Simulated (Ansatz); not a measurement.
A run for Ansatz (a quantum-chemistry and plane-wave program): R-B3LYP-D3(BJ)/def2-TZVP on HOSn (SMILES [OH+]=[Sn]). Charge +1. Elements past Kr take the def2 small-core potentials; no spin–orbit coupling.

Ansatz 0.2 input:
```yaml
crystal:
  periodic: [false, false, false]
  atoms:
    - {symbol: O, position_ang: [-0.32356310, -0.00533763, -0.01112414]}
    - {symbol: Sn, position_ang: [1.59628224, 0.01805988, -0.01824940]}
    - {symbol: H, position_ang: [-1.29759569, 0.02270646, -0.02336620]}
basis:
  gaussian:
    orbitals: def2-TZVP
hamiltonian:
  xc: b3lyp
  dispersion: d3bj
total_charge: 1
relax: {f_tol: 0.003, max_steps: 120}
```

Program output:

```
WARN ansatz: RAYON_NUM_THREADS=1 ignored (pool sized by the plan → 1); use --threads N
Functional definition: B3LYP
integrals: 0.02 GiB planned
627 factors; their error is unknown
mean field: 0.20 GiB planned
mean field evaluation 1: about -7866.4103 eV, gradient 1.2e2 eV
mean field evaluation 2: about -7667.9842 eV, gradient 2.3e2 eV
mean field evaluation 4: about -7890.0170 eV, gradient 2.5e1 eV
mean field evaluation 8: about -7891.0195 eV, gradient 2.6e-1 eV
mean field evaluation 16: about -7891.0915 eV, gradient 2.8e-5 eV
mean field -7891.09152379 eV, -289.9922647255 hartree, gradient 2.8e-5 eV, S^2 0.000000; 0 other end points of the search recorded, 0 dependent functions left out
the calculation of the forces begins
reference -7891.09170961 eV, -289.9922715539 hartree; 15, 15 occupied and 72, 72 virtual orbitals, 627 factors
relax step   1: F+E_penalty+E_count = -7891.15524092 eV  Δ(F+E_penalty+E_count) = +0.000e0 eV  max|allowed force component| = 1.214e0 eV/Å  Δτ_max = 0.0000 Å  (33 SCF iters, accepted)
these checks for a lower state are left out or cut short: starts, cluster_reference, orbital_swaps, neighbouring_geometries, increment
integrals: 0.02 GiB planned
627 factors; their error is unknown
mean field: 0.20 GiB planned
mean field -7891.12148667 eV, -289.9933658408 hartree, gradient 1.1e-5 eV, S^2 0.000000; 0 other end points of the search recorded, 0 dependent functions left out
the calculation of the forces begins
reference -7891.12167089 eV, -289.9933726108 hartree; 15, 15 occupied and 72, 72 virtual orbitals, 627 factors
relax step   2: F+E_penalty+E_count = -7891.18564286 eV  Δ(F+E_penalty+E_count) = -3.040e-2 eV  max|allowed force component| = 1.308e-1 eV/Å  Δτ_max = 0.0315 Å  (33 SCF iters, accepted)
these checks for a lower state are left out or cut short: starts, cluster_reference, orbital_swaps, neighbouring_geometries, increment
integrals: 0.02 GiB planned
627 factors; their error is unknown
mean field: 0.20 GiB planned
mean field evaluation 32: about -7891.1216 eV, gradient 1.9e-5 eV
mean field -7891.12164503 eV, -289.9933716607 hartree, gradient 1.8e-5 eV, S^2 0.000000; 0 other end points of the search recorded, 0 dependent functions left out
the calculation of the forces begins
reference -7891.12182918 eV, -289.9933784279 hartree; 15, 15 occupied and 72, 72 virtual orbitals, 627 factors
relax step   3: F+E_penalty+E_count = -7891.18582779 eV  Δ(F+E_penalty+E_count) = -1.849e-4 eV  max|allowed force component| = 1.413e-2 eV/Å  Δτ_max = 0.0020 Å  (34 SCF iters, accepted)
these checks for a lower state are left out or cut short: starts, cluster_reference, orbital_swaps, neighbouring_geometries, increment
integrals: 0.02 GiB planned
627 factors; their error is unknown
mean field: 0.20 GiB planned
mean field -7891.12164629 eV, -289.9933717068 hartree, gradient 1.8e-5 eV, S^2 0.000000; 0 other end points of the search recorded, 0 dependent functions left out
the calculation of the forces begins
reference -7891.12183044 eV, -289.9933784741 hartree; 15, 15 occupied and 72, 72 virtual orbitals, 627 factors
relax step   4: F+E_penalty+E_count = -7891.18582956 eV  Δ(F+E_penalty+E_count) = -1.765e-6 eV  max|allowed force component| = 2.067e-3 eV/Å  Δτ_max = 0.0002 Å  (33 SCF iters, accepted)
integrals: 0.02 GiB planned
627 factors; their error is unknown
mean field: 0.20 GiB planned
mean field evaluation 64: about -7891.1216 eV, gradient 2.3e-3 eV
mean field -7891.12164629 eV, -289.9933717068 hartree, gradient 1.8e-5 eV, S^2 0.000000; 1 other end points of the search recorded, 0 dependent functions left out
the calculation of the forces begins
reference -7891.12183044 eV, -289.9933784741 hartree; 15, 15 occupied and 72, 72 virtual orbitals, 627 factors
Total energy: -7891.18601370 eV, -289.9957371656 hartree
Atom 0 at    -0.312183    -0.005293    -0.011129 Å, force     0.000429     0.002067    -0.000821 eV/Å
Atom 1 at     1.563258     0.017982    -0.018256 Å, force    -0.000113    -0.000706     0.000280 eV/Å
Atom 2 at    -1.275951     0.022739    -0.023355 Å, force    -0.000316    -0.001361     0.000540 eV/Å
Dipole moment:     0.093929     0.019000    -0.007442 e Å
```

Self-consistency was reached.

Cost: roughly 10 core-seconds.
